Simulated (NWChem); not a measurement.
formate (CHO2 anion); SMILES O=C[O-]

All runs: NWChem. Pople sets run with spherical d functions. Medium grid unless said otherwise, to which SCAN and Minnesota functionals are sensitive. Sets without diffuse functions describe the anion's extra electron poorly. Structure relaxed at the B3LYP/def2-SVPD level. The highest occupied level is positive in some or all of these runs, so the extra electron may be held by the finite basis. Level r2SCAN/6-31G*: energy and gradient; each run changes one setting, and changes count from the defaults (medium grid, exact Coulomb integrals, symmetry on).

Question: Which setting moves the energy most, and by about how much (coarse grid; Becke weights; extra-fine grid; Coulomb fitting, Weigend set; symmetry off; tight SCF thresholds and tolerances; defaults)?

Answer: coarse grid, by about 700 μHa.
```
setting                              size of the energy change (μHa)  largest change of a gradient component (μHa/bohr)
-----------------------------------  -------------------------------  -------------------------------------------------
defaults                                                        < 10                                               < 30
Coulomb fitting, Weigend set                                     200                                                 30
tight SCF thresholds and tolerances                             < 10                                               < 30
extra-fine grid                                                   50                                               < 30
coarse grid                                                      700                                                200
Becke weights                                                   < 10                                                 40
symmetry off                                                    < 10                                        other frame
```
